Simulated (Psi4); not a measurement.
Method: SAPT0/jun-cc-pVDZ, frozen core (Psi4 1.11).

Psi4 input:

```
molecule {
0 1
C -0.75400039 0.04877222 0.10708248
C 0.75399993 -0.04877222 -0.10708180
H -1.23438842 0.60515825 -0.70020054
H -1.21435794 -0.94051873 0.14478306
H -0.98976104 0.55778284 1.04376284
H 1.23443605 -0.60485612 0.70038057
H 0.98976407 -0.55809474 -1.04359234
H 1.21430773 0.94052850 -0.14513428
--
0 1
Br 2.41283974 -4.59365363 3.33937630
Br 3.06860329 -2.45681767 2.73389603
units angstrom
symmetry c1
no_reorient
no_com
}
set basis jun-cc-pvdz
set scf_type df
set freeze_core true
energy('sapt0')
```

Part of the output:

```
    SAPT Results
  --------------------------------------------------------------------------------------------------------
    Electrostatics                 -0.32523264 [mEh]      -0.20408656 [kcal/mol]      -0.85389817 [kJ/mol]
      Elst10,r                     -0.32523264 [mEh]      -0.20408656 [kcal/mol]      -0.85389817 [kJ/mol]

    Exchange                        0.90945183 [mEh]       0.57068964 [kcal/mol]       2.38776545 [kJ/mol]
      Exch10                        0.90945183 [mEh]       0.57068964 [kcal/mol]       2.38776545 [kJ/mol]
      Exch10(S^2)                   0.90846110 [mEh]       0.57006794 [kcal/mol]       2.38516428 [kJ/mol]

    Induction                      -0.09447612 [mEh]      -0.05928466 [kcal/mol]      -0.24804702 [kJ/mol]
      Ind20,r                      -0.30016473 [mEh]      -0.18835621 [kcal/mol]      -0.78808238 [kJ/mol]
      Exch-Ind20,r                  0.27469757 [mEh]       0.17237533 [kcal/mol]       0.72121837 [kJ/mol]
      delta HF,r (2)               -0.06900896 [mEh]      -0.04330378 [kcal/mol]      -0.18118301 [kJ/mol]

    Dispersion                     -0.87266401 [mEh]      -0.54760493 [kcal/mol]      -2.29117903 [kJ/mol]
      Disp20                       -0.93415480 [mEh]      -0.58619099 [kcal/mol]      -2.45262309 [kJ/mol]
      Exch-Disp20                   0.06149079 [mEh]       0.03858605 [kcal/mol]       0.16144405 [kJ/mol]
      Disp20 (SS)                  -0.46707740 [mEh]      -0.29309549 [kcal/mol]      -1.22631154 [kJ/mol]
      Disp20 (OS)                  -0.46707740 [mEh]      -0.29309549 [kcal/mol]      -1.22631154 [kJ/mol]
      Exch-Disp20 (SS)              0.03344686 [mEh]       0.02098822 [kcal/mol]       0.08781471 [kJ/mol]
      Exch-Disp20 (OS)              0.02804393 [mEh]       0.01759783 [kcal/mol]       0.07362934 [kJ/mol]

  Total HF                          0.48974307 [mEh]       0.30731842 [kcal/mol]       1.28582026 [kJ/mol]
  Total SAPT0                      -0.38292094 [mEh]      -0.24028651 [kcal/mol]      -1.00535878 [kJ/mol]
```
